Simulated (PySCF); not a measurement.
Sn(OH)₂ + 2 HF → SnF₂ + 2 H₂O

Level: PBE0 in the def2-TZVP basis family, computed in PySCF with density fitting; scalar-relativistic core potentials for atoms from Rb on, none lighter, no spin–orbit coupling; open shells unrestricted.

| species | state and structure | E (Eh) | ZPE (kJ/mol) | H(298 K) − H(0) (kJ/mol) | S° (J/(mol K)) |
| --- | --- | --- | --- | --- | --- |
| Sn(OH)₂ | singlet, C2v, O–H 0.960 Å (×2), Sn–O 1.981 Å (×2); H–O–Sn 118.8° (×2), O–Sn–O 99.7° | -365.92212 | 66.8 | 14.9 | 294.9 |
| HF | singlet, C∞v, H–F 0.920 Å | -100.39188 | 24.9 | 8.7 | 173.6 |
| SnF₂ | singlet, C2v, Sn–F 1.932 Å (×2); F–Sn–F 95.9° | -413.98408 | 8.3 | 12.3 | 282.1 |
| H₂O | singlet, C2v, O–H 0.960 Å (×2); H–O–H 105.1° | -76.37736 | 56.5 | 9.9 | 188.7 |

Q: What is the electronic reaction energy?

A: At PBE0/def2-TZVP, ΔE = -86.4 kJ/mol from the differences of the total energies times 2625.5, downhill. 

Q: Add zero-point, thermal and entropy terms for 298.15 K and 1 bar.

A: ΔZPE = 4.7 and Δ[H(298) − H(0)] = -0.2 kJ/mol give ΔH° = -81.9 kJ/mol. ΔS° = 17.4 J/(mol K), so ΔG° = -81.9 − 298.15 × (0.0174) = -87 kJ/mol and log₁₀K = 15.3.

Each species is the lowest minimum found with this bonding; other isomers or fragments can lie lower.
